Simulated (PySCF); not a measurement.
GaCl, SMILES [Cl][Ga] (connectivity only; charge and spin as stated), neutral, multiplicity 1. Geometry optimised at PBE-D3(BJ)/def2-TZVP.

TDA-PBE0/def2-TZVPD in PySCF 2.14.0 puts the lowest singlet excitations at 4.97, 4.97, 5.66, 5.71, 5.71, 6.30 eV.

Q: What are the lowest excitation roots from PySCF with ADC(2)/aug-cc-pVDZ? (An estimate is asked for; the answer gives what the named calculation found.)

A: 4.95, 4.95, 6.23, 6.41, 6.89, 7.12 eV. S1 differs by -0.02 eV (second minus first; roots are paired by order, and the bases may differ).
